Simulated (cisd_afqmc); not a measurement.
Input (AFQMC/CISD/aug-cc-pVDZ; cisd_afqmc is a phaseless AFQMC code with CISD trial states that reads the integrals written by Ansatz):

Ansatz 0.2 input:
```python
import cisd_afqmc

open("ham.yaml", "w").write("""\
crystal:
  periodic: [false, false, false]
  atoms:
    - {symbol: Ga, position_ang: [-0.00000000, -0.00000000, -0.05281953]}
    - {symbol: H, position_ang: [0.00000000, 0.00000000, 1.63740538]}
basis:
  gaussian:
    orbitals: aug-cc-pVDZ
total_charge: 1
magnetization: {spin_polarized: true, initial_magnetization: 1}
correlation: {method: ccsd, electrons: outside_noble_gas, hamiltonian_folder: ham}
""")
rep = cisd_afqmc.ansatz("ham.yaml")
e_ccsd = rep["correlation"]["coupled_cluster"]["energy"]["hartree"]
out = cisd_afqmc.run("ham", e_ccsd, trial="CISD", walkers=200, populations=8, threads=8, dt=0.005, steps=40, early=24, settle=10, least=32,
    cut=5e-5, rank_cut=2e-4, target=0.0004, seconds=1500, seed=1, memory=17280, gpu=False)
```

Output:

```
orbitals 31, occupied [2, 1], factors 127 of 493, rank of the doubles 35 of 88
E(HF) = -1923.495832
E(CCSD) on the cut factors = -1923.537676, shift to the whole factors -0.000026
Energy of the trial state on the determinant = -1923.537569
  tau behind 7.2 of longer steps, mean of the populations' last blocks
   2.0  -1923.53825
   4.0  -1923.53826
   6.0  -1923.53890
   8.0  -1923.53837
blocks 314 (11 outliers left out), error by blocks joined: 1: 0.00001, 2: 0.00001, 4: 0.00001, 8: 0.00002, 16: 0.00002
E(AFQMC/CISD) = -1923.53825 +/- 0.00002
```

The determinant is spin-contaminated: <S^2> is 0.80, 0.05 over the pure value.
